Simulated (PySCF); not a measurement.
Compound: C7H10Si.
Atom-mapped SMILES: `[CH3:1][SiH2:2][c:3]1[cH:4][cH:5][cH:6][cH:7][cH:8]1`

NICS is the negative of the GIAO shielding at a point without a nucleus: at the ring centre (0) and 1 Å above and below it (1); zz is the component along the ring normal. Level: GIAO PBE0/pcSseg-1 (PySCF, non-relativistic, gas phase) on the PBE0-D3(BJ)/def2-SVP geometry, one conformer.

Ring bond lengths (Å), with Mayer bond orders in brackets: C3–C4 1.403 (1.41), C4–C5 1.394 (1.44), C5–C6 1.394 (1.43), C6–C7 1.395 (1.42), C7–C8 1.393 (1.45), C8–C3 1.404 (1.42).

**Question.** Give the NICS values of each ring in ppm.

**Answer.** 
```
             ring                                              type  NICS(0)  NICS(1), two faces  NICS(1)zz, two faces  rms pucker (Å)  centre to ring atoms, mean (Å)
C3–C4–C5–C6–C7–C8  6-membered carbocycle; formal bonds all aromatic     -8.0       -11.2 / -11.3         -28.4 / -28.6            0.00                            1.40
```

**Question.** What do they say, and how far can they be read as aromaticity?

**Answer.** 
- C3–C4–C5–C6–C7–C8: mean NICS(1)zz -28.5 ppm, shielded. For a flat ring without four-coordinate atoms the NICS criterion counts such a value as aromatic.

**Question.** And the bond-length index? HOMA = 1 − mean of α(R − Ropt)² over the ring bonds, with Krygowski's 1993 parameters (CC: Ropt 1.388 Å, α 257.7 Å⁻²).

**Answer.** 
- C3–C4–C5–C6–C7–C8: HOMA 0.97 = 1 − EN − GEO, with mean bond length 1.397 Å, EN = α(Ropt − mean)² = 0.021 and GEO = α × variance = 0.005. The geometric and the magnetic index point the same way.

**Question.** What field does 7.05 T along the ring normal induce along that normal at the first NICS(1) probe listed for ring C3–C4–C5–C6–C7–C8, 1 Å off the ring?

**Answer.** NICSzz × B0 = -28.4 ppm × 7.05 T = -200 μT, against the applied field.

Shape of the structure used: `[CH3:1][SiH2:2][c:3]1[cH:4][cH:5][cH:6][cH:7][cH:8]1`: C1–Si2–C3–C4 24°.
